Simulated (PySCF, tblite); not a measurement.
Species: C4H12OSi2.
Z-matrix (Å and degrees, GFN2-xTB geometry), rows numbered from 1:
```
C 
Si  1  1.8989
Si  2  2.3146  1  109.82
C   3  1.9099  2  109.02  1  -176.62
C   4  1.5218  3  113.45  2  -172.38
C   5  1.4966  4  112.73  3    70.08
O   6  1.1987  5  125.70  4     0.24
H   1  1.0862  2  111.16  3    59.34
H   1  1.0861  2  111.19  3   -60.47
H   1  1.0858  2  111.64  3   179.42
H   2  1.4714  1  107.39  3   124.53
H   2  1.4741  1  106.85  3  -122.94
H   3  1.4793  2  113.33  1   -60.35
H   3  1.4650  2  114.57  1    59.18
H   4  1.0907  3  109.78  2   -51.05
H   4  1.0913  3  109.41  2    65.77
H   5  1.0963  4  111.49  3  -169.89
H   5  1.0937  4  111.26  3   -51.11
H   6  1.1102  5  113.42  4   179.43
```

Computed with B3LYP/def2-SVPD in PySCF (dipole) on a GFN2-xTB geometry, gas phase.

Masses are those of the commonest isotopes; rigid-rotor values at the optimised geometry. The values belong to one conformer with, in the numbering `[CH3:1][SiH2:2][SiH2:3][CH2:4][CH2:5][CH:6]=[O:7]`, C1–Si2–Si3–C4 -177°, Si2–Si3–C4–C5 -172°, Si3–C4–C5–C6 70°, C4–C5–C6–O7 0°.

Problem. What are A, B and C (GHz)?

Solution. Ia = 123.52, Ib = 735.74, Ic = 773.27 u·Å²; 505379 MHz·u·Å²/I gives 4091, 686.9 and 653.6 MHz, that is A = 4.0913, B = 0.6869, C = 0.6536 GHz.

Problem. Classify the top.

Solution. A near-prolate asymmetric top; Ray's κ = -0.981.

Problem. Is it planar, by Δ = Ic − Ia − Ib?

Solution. Not planar: Δ = Ic − Ia − Ib = -85.99 u·Å². For a rigid frame Δ = −2 Σ m c², so Σ m c² = 43.00 u·Å² lies off the ab plane: 15.53 from hydrogen and 27.47 from heavier atoms. The atom farthest from that plane is 1.90 Å away.

Problem. Give the other two planar moments, Paa and Pbb, and the rms extents of the mass along the axes.

Solution. Paa = Σ m a² = (Ib + Ic − Ia)/2 = 692.74 and Pbb = Σ m b² = (Ia + Ic − Ib)/2 = 80.53 u·Å². With the mass M = 132.04 u, the rms extents √(P/M) along a, b and c are 2.29, 0.78, 0.57 Å.

Problem. Give the coordinates in the principal-axis frame, origin at the centre of mass.

Solution. The sense of each axis is arbitrary; atoms in the order of the calculation.
```tsv
atom	mass (u)	a (Å)	b (Å)	c (Å)
C1	12.000	-3.625	0.646	-0.453
Si2	27.977	-2.250	-0.167	0.574
Si3	27.977	-0.262	-0.133	-0.610
C4	12.000	1.079	-1.048	0.397
C5	12.000	2.473	-0.930	-0.202
C6	12.000	3.038	0.451	-0.082
O7	15.995	2.491	1.389	0.426
H8	1.008	-3.768	0.128	-1.397
H9	1.008	-3.386	1.681	-0.679
H10	1.008	-4.575	0.637	0.072
H11	1.008	-2.191	0.537	1.865
H12	1.008	-2.707	-1.531	0.896
H13	1.008	-0.333	-0.863	-1.895
H14	1.008	0.205	1.206	-0.980
H15	1.008	1.108	-0.656	1.414
H16	1.008	0.816	-2.105	0.474
H17	1.008	3.181	-1.605	0.292
H18	1.008	2.473	-1.199	-1.262
H19	1.008	4.059	0.548	-0.506
```

Problem. List the rotational levels J(Ka,Kc) to J = 2 (MHz).

Solution. Above 0(0,0):
J = 1: 1(0,1) 1340, 1(1,1) 4745, 1(1,0) 4778
J = 2: 2(0,2) 4021, 2(1,2) 7392, 2(1,1) 7492, 2(2,1) 17706, 2(2,0) 17706
Those of J = 1 are B + C, A + C and A + B.

Problem. Predict some low-J microwave lines.

Solution. The dipole components are |μa| = 0.78 D, |μb| = 2.12 D, |μc| = 0.85 D. The squared components, which scale the intensities, stand as 0.13 : 1.00 : 0.16 (a : b : c). Some lines, for components of 0.1 D or more:

```json
{"type": "a", "branch": "R", "J(Ka,Kc)": "1(0,1) ← 0(0,0)", "MHz": "1340", "lower level (cm⁻¹)": "0.000"}
{"type": "a", "branch": "R", "J(Ka,Kc)": "2(1,2) ← 1(1,1)", "MHz": "2648", "lower level (cm⁻¹)": "0.158"}
{"type": "a", "branch": "R", "J(Ka,Kc)": "2(0,2) ← 1(0,1)", "MHz": "2681", "lower level (cm⁻¹)": "0.045"}
{"type": "a", "branch": "R", "J(Ka,Kc)": "2(1,1) ← 1(1,0)", "MHz": "2714", "lower level (cm⁻¹)": "0.159"}
{"type": "c", "branch": "Q", "J(Ka,Kc)": "2(1,2) ← 2(0,2)", "MHz": "3371", "lower level (cm⁻¹)": "0.134"}
{"type": "c", "branch": "Q", "J(Ka,Kc)": "1(1,1) ← 1(0,1)", "MHz": "3404", "lower level (cm⁻¹)": "0.045"}
{"type": "b", "branch": "Q", "J(Ka,Kc)": "1(1,0) ← 1(0,1)", "MHz": "3438", "lower level (cm⁻¹)": "0.045"}
{"type": "b", "branch": "Q", "J(Ka,Kc)": "2(1,1) ← 2(0,2)", "MHz": "3471", "lower level (cm⁻¹)": "0.134"}
{"type": "b", "branch": "R", "J(Ka,Kc)": "1(1,1) ← 0(0,0)", "MHz": "4745", "lower level (cm⁻¹)": "0.000"}
{"type": "c", "branch": "R", "J(Ka,Kc)": "1(1,0) ← 0(0,0)", "MHz": "4778", "lower level (cm⁻¹)": "0.000"}
{"type": "b", "branch": "R", "J(Ka,Kc)": "2(1,2) ← 1(0,1)", "MHz": "6052", "lower level (cm⁻¹)": "0.045"}
{"type": "c", "branch": "R", "J(Ka,Kc)": "2(1,1) ← 1(0,1)", "MHz": "6152", "lower level (cm⁻¹)": "0.045"}
{"type": "c", "branch": "Q", "J(Ka,Kc)": "2(2,1) ← 2(1,1)", "MHz": "10213", "lower level (cm⁻¹)": "0.250"}
{"type": "b", "branch": "Q", "J(Ka,Kc)": "2(2,0) ← 2(1,1)", "MHz": "10214", "lower level (cm⁻¹)": "0.250"}
{"type": "b", "branch": "R", "J(Ka,Kc)": "2(2,1) ← 1(1,0)", "MHz": "12928", "lower level (cm⁻¹)": "0.159"}
{"type": "c", "branch": "R", "J(Ka,Kc)": "2(2,0) ← 1(1,0)", "MHz": "12928", "lower level (cm⁻¹)": "0.159"}
{"type": "c", "branch": "R", "J(Ka,Kc)": "2(2,1) ← 1(1,1)", "MHz": "12961", "lower level (cm⁻¹)": "0.158"}
{"type": "b", "branch": "R", "J(Ka,Kc)": "2(2,0) ← 1(1,1)", "MHz": "12961", "lower level (cm⁻¹)": "0.158"}
```

Its lowest GFN2-xTB frequency is 11 cm⁻¹, too small to tell a flat minimum from a shallow saddle. These are rigid-rotor constants of the computed structure; measured ground-state constants (B0) also hold zero-point vibration. A rigid rotor knows nothing of internal rotation, which can split or shift real lines.
